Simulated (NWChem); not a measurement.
System: CH6F2Si2; SMILES F[SiH2][C@H](F)[SiH3]

NWChem printed, in part:

```
             Northwest Computational Chemistry Package (NWChem) 7.3.0
             --------------------------------------------------------

 C1  symmetry detected

                             Geometry "geometry" -> ""
                             -------------------------

 Output coordinates in angstroms (scale by  1.889725989 to convert to a.u.)

  No.       Tag          Charge          X              Y              Z
 ---- ---------------- ---------- -------------- -------------- --------------
    1 F                    9.0000    -0.86194316     1.70995055    -0.74570356
    2 Si                  14.0000     0.19542061     1.36927406     0.44429789
    3 C                    6.0000     0.63159328    -0.46547283     0.38323862
    4 F                    9.0000     1.61415913    -0.69003116    -0.58474280
    5 Si                  14.0000    -0.83288759    -1.63431563     0.02066280
    6 H                    1.0000    -0.47402305     1.66648881     1.74136122
    7 H                    1.0000     1.41319899     2.19614513     0.23624463
    8 H                    1.0000     1.04862967    -0.73589595     1.37447115
    9 H                    1.0000    -0.36732912    -3.04724453     0.13033067
   10 H                    1.0000    -1.90095219    -1.37388126     1.03328188
   11 H                    1.0000    -1.35449012    -1.38146776    -1.35055369

 Effective nuclear repulsion energy (a.u.)     301.3470914310

  pbe96 is a nonlocal functional; adding pw91lda local functional.

                                 NWChem DFT Module
                                 -----------------

 Summary of "ao basis" -> "ao basis" (spherical)
 ------------------------------------------------------------------------------
       Tag                 Description            Shells   Functions and Types
 ---------------- ------------------------------  ------  ---------------------
 F                          def2-svp                 6       14   3s2p1d
 Si                         def2-svp                 8       18   4s3p1d
 C                          def2-svp                 6       14   3s2p1d
 H                          def2-svp                 3        5   2s1p

            General Information
            -------------------
          SCF calculation type: DFT
          Wavefunction type:  closed shell.
          No. of atoms     :    11
          No. of electrons :    58
           Alpha electrons :    29
            Beta electrons :    29
          Charge           :     0
          Spin multiplicity:     1
          Use of symmetry is: off; symmetry adaption is: off
          Maximum number of iterations: 150
          AO basis - number of functions:   108
                     number of shells:    52
          Convergence on energy requested:  1.00D-06
          Convergence on density requested:  1.00D-05
          Convergence on gradient requested:  5.00D-04

              XC Information
              --------------
          PerdewBurkeErnzerhof Exchange Functional  1.000
            Perdew 1991 LDA Correlation Functional  1.000 local
           PerdewBurkeErnz. Correlation Functional  1.000 non-local

             Grid Information
             ----------------
          Grid used for XC integration:  medium
          Radial quadrature: Mura-Knowles
          Angular quadrature: Lebedev.
          Tag              B.-S. Rad. Rad. Pts. Rad. Cut. Ang. Pts.
          ---              ---------- --------- --------- ---------
          F                   0.50       49          12.0       434
          Si                  1.10       88          11.0       590
          C                   0.70       49           8.0       434
          H                   0.35       45          13.0       434
          Grid pruning is: on
          Number of quadrature shells:   593
          Spatial weights used:  Erf1

      Superposition of Atomic Density Guess
      -------------------------------------

 Sum of atomic energies:        -816.68259598

      Non-variational initial energy
      ------------------------------

 Total energy =    -818.168291
 1-e energy   =   -1732.961451
 2-e energy   =     613.446069
 HOMO         =      -0.312172
 LUMO         =       0.058689

     ---------------------------------------------
      Total Density - Mulliken Population Analysis
     ---------------------------------------------

    Atom       Charge   Shell Charges
 -----------   ------   -------------------------------------------------------
    1 F    9     9.59   1.99  1.15  0.78  3.52  2.14  0.00
    2 Si  14    13.03   2.00  1.99  0.96  0.23  5.93  0.98  0.73  0.21
    3 C    6     6.08   1.99  0.95  0.33  1.76  1.00  0.04
    4 F    9     9.45   1.99  1.14  0.79  3.45  2.08  0.00
    5 Si  14    13.59   2.00  1.99  1.01  0.28  5.94  1.14  1.10  0.13
    6 H    1     1.09   0.70  0.39  0.01
    7 H    1     1.09   0.70  0.38  0.01
    8 H    1     0.89   0.67  0.19  0.02
    9 H    1     1.07   0.70  0.36  0.01
   10 H    1     1.06   0.69  0.36  0.01
   11 H    1     1.07   0.70  0.36  0.01

   convergence    iter        energy       DeltaE   RMS-Dens  Diis-err
 ---------------- ----- ----------------- --------- --------- ---------
 d= 0,ls=0.0,diis     1   -819.3850991148 -1.12D+03  1.90D-02  8.96D-01
 d= 0,ls=0.0,diis     2   -819.1381575239  2.47D-01  1.17D-02  3.80D+00
 d= 0,ls=0.0,diis     3   -819.4858010188 -3.48D-01  1.73D-03  3.41D-02
 d= 0,ls=0.0,diis     4   -819.4881827904 -2.38D-03  7.70D-04  6.80D-03
 d= 0,ls=0.0,diis     5   -819.4887708855 -5.88D-04  2.37D-04  1.88D-03
  Resetting Diis
 d= 0,ls=0.0,diis     6   -819.4889368904 -1.66D-04  6.05D-05  3.91D-05
 d= 0,ls=0.0,diis     7   -819.4889415197 -4.63D-06  2.75D-05  1.66D-06
 d= 0,ls=0.0,diis     8   -819.4889413368  1.83D-07  1.56D-05  3.25D-06
 d= 0,ls=0.0,diis     9   -819.4889417813 -4.44D-07  2.30D-06  8.90D-08

         Total DFT energy =     -819.488941781312
      One electron energy =    -1735.948010461307
           Coulomb energy =      684.963002729504
    Exchange-Corr. energy =      -69.851025480522
 Nuclear repulsion energy =      301.347091431013

 Numeric. integr. density =       57.999999379767

                       DFT Final Molecular Orbital Analysis
                       ------------------------------------

 Vector   27  Occ=2.000000D+00  E=-3.019145D-01
              MO Center=  8.9D-02,  1.5D+00,  4.5D-01, r^2= 3.7D+00
   Bfn.  Coefficient  Atom+Function         Bfn.  Coefficient  Atom+Function
  ----- ------------  ---------------      ----- ------------  ---------------
    84     -0.304278   7 H  s                79      0.288227   6 H  s
     4     -0.255314   1 F  px               85     -0.221171   7 H  s
    80      0.212925   6 H  s                 6      0.200464   1 F  pz
    22     -0.180012   2 Si px                7      0.178871   1 F  px
    24      0.142943   2 Si pz                9     -0.140859   1 F  pz

 Vector   28  Occ=2.000000D+00  E=-2.791401D-01
              MO Center=  6.7D-01, -6.2D-01, -1.0D-02, r^2= 2.9D+00
   Bfn.  Coefficient  Atom+Function         Bfn.  Coefficient  Atom+Function
  ----- ------------  ---------------      ----- ------------  ---------------
    50      0.342721   4 F  px               52      0.295475   4 F  pz
    89      0.264671   8 H  s                53     -0.250618   4 F  px
    36      0.237113   3 C  px               35     -0.215236   3 C  s
    55     -0.205298   4 F  pz               90      0.179391   8 H  s
    38      0.173837   3 C  pz               68     -0.150443   5 Si px

 Vector   29  Occ=2.000000D+00  E=-2.526852D-01
              MO Center=  6.1D-01, -3.6D-01,  1.0D-01, r^2= 3.2D+00
   Bfn.  Coefficient  Atom+Function         Bfn.  Coefficient  Atom+Function
  ----- ------------  ---------------      ----- ------------  ---------------
    51      0.391036   4 F  py               37      0.355492   3 C  py
    54     -0.288595   4 F  py               23     -0.207662   2 Si py
    40      0.192853   3 C  py               68     -0.150726   5 Si px
    17      0.133276   2 Si s                72     -0.127727   5 Si py
    69     -0.127018   5 Si py               80     -0.122428   6 H  s

 Vector   30  Occ=0.000000D+00  E=-1.979173D-02
              MO Center=  7.2D-02,  2.4D-01,  3.4D-01, r^2= 5.4D+00
   Bfn.  Coefficient  Atom+Function         Bfn.  Coefficient  Atom+Function
  ----- ------------  ---------------      ----- ------------  ---------------
    25      0.689305   2 Si px               71      0.524894   5 Si px
    95     -0.445646   9 H  s                35     -0.435300   3 C  s
    85     -0.425966   7 H  s                27      0.394709   2 Si pz
   100      0.348979  10 H  s                18      0.312129   2 Si s
     3      0.296090   1 F  s                63      0.286529   5 Si s

 Vector   31  Occ=0.000000D+00  E=-1.050045D-02
              MO Center=  3.0D-01,  3.0D-01,  2.4D-01, r^2= 4.4D+00
   Bfn.  Coefficient  Atom+Function         Bfn.  Coefficient  Atom+Function
  ----- ------------  ---------------      ----- ------------  ---------------
    27      0.708985   2 Si pz               80     -0.455419   6 H  s
   100     -0.447521  10 H  s                39     -0.334273   3 C  px
    49      0.326193   4 F  s                71     -0.318277   5 Si px
     3      0.290591   1 F  s                90     -0.282086   8 H  s
    41      0.273365   3 C  pz               73      0.236792   5 Si pz

[...]
```

Level: PBE/def2-SVP. Coordinates come from a PBE0/def2-SVP optimisation.

Which NWChem input produces such a log?

Several could match; the one computed here: the input that was run:
```
start job
memory heap 200 mb stack 900 mb global 1100 mb
geometry units angstroms noautoz
  F     -0.951540     1.687542    -0.722829
  Si     0.168977     1.379342     0.417187
  C      0.659577    -0.440640     0.332051
  F      1.603777    -0.633110    -0.680022
  Si    -0.782261    -1.654855     0.033481
  H     -0.449931     1.654021     1.743976
  H      1.349369     2.244495     0.156091
  H      1.129506    -0.698678     1.302707
  H     -0.267873    -3.052462     0.118566
  H     -1.810934    -1.429272     1.094108
  H     -1.373293    -1.417331    -1.312067
end
basis spherical
  * library def2-svp
end
dft
  xc xpbe96 cpbe96
  iterations 150
  mulliken
end
task dft energy
```
